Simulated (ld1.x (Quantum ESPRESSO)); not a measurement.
**niobium, TM: configuration errors across variants**

niobium (Nb), norm-conserving Troullier–Martins (Kleinman–Bylander form), made with ld1.x (Quantum ESPRESSO) 7.5 (LDA (PZ), scalar-relativistic). Core [Ar] 3d10, reference 4s2 4p6 4d3 5s0 5p0 (charge +2). Waves: 4s (bound): rc 1.30 bohr; 4p (bound): rc 2.20 bohr; 4d (bound): rc 2.30 bohr. Local part: all-electron potential smoothed inside 1.50 bohr (lloc = -1). Core correction: a·sin(br)/r model core inside 0.90 bohr.

All-electron excitation energies from the reference (eV): (1) 4s2 4p6 4d4 5s1 5p0 -21.192; (2) 4s2 4p6 4d4 5s0 5p0 -14.276; (3) 4s2 4p6 4d2 5s0 5p0 24.934; (4) 4s2 4p6 4d4 5s0 5p1 -18.144; (5) 4s2 4p6 4d3 5s2 5p0 -21.753; (6) 4s1 4p6 4d4 5s1 5p0 42.929; (7) 4s2 4p6 4d3 5s1 5p0 -13.982; (8) 4s2 4p6 4d3 5s0 5p0 spin -1.390; (9) 4s2 4p6 4d4 5s1 5p0 spin -23.801.

Spin tests fill each open shell by Hund’s rule, majority spin first.

Errors AE − PS in meV (a dash: test not solved or not reliable):

```tsv
change	(1)	(2)	(3)	(4)	(5)	(6)	(7)	(8)	(9)	bound ghosts
base	+69	+1.5	+9.9	+35	+166	+90	+108	+56	+134	none
wave 4d (bound): rc 2.30 bohr becomes 4d (bound): rc 1.60 bohr	+70	+1.1	+5.3	+35	+166	+119	+108	+35	+112	none
wave 4d (bound): rc 2.30 bohr becomes 4d (bound): rc 1.98 bohr	+70	+1.1	+6.0	+35	+166	+111	+108	+42	+119	none
wave 4d (bound): rc 2.30 bohr becomes 4d (bound): rc 3.06 bohr	+65	+11	+52	+37	+163	-29	+106	+119	+206	none
wave 4d (bound): rc 2.30 bohr becomes 4d (bound): rc 3.40 bohr	+63	+23	+92	+42	+156	-111	+103	+153	+253	none
```

Question: Give the same row for: wave 4d (bound): rc 2.30 bohr becomes 4d (bound): rc 2.64 bohr.

Answer: +67, +3.1, +20, +35, +166, +52, +108, +78, +158; bound ghosts: none.
